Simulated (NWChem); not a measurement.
Molecule: GaH$_{3}$; SMILES [GaH3]

```xyz
4

Ga     0.0000     0.0000     0.0000
H      1.1107     1.1107     0.0000
H      0.4065    -1.5172     0.0000
H     -1.5172     0.4065     0.0000
```
Atoms are numbered in this order, from 1.

Structure relaxed at the PBE0/def2-SVP level.

Task: List the 4 lowest vertical singlet excitations from CAM-B3LYP/def2-SVPD, TDA (NWChem).

Result: 
```tsv
state	energy (eV)	oscillator strength	leading excitation (squared amplitude)
S1	5.21	0.000	HOMO−1 → LUMO (0.99)
S2	5.21	0.000	HOMO → LUMO (0.99)
S3	8.03	0.225	HOMO → LUMO+1 (0.94)
S4	8.03	0.225	HOMO−1 → LUMO+1 (0.94)
```
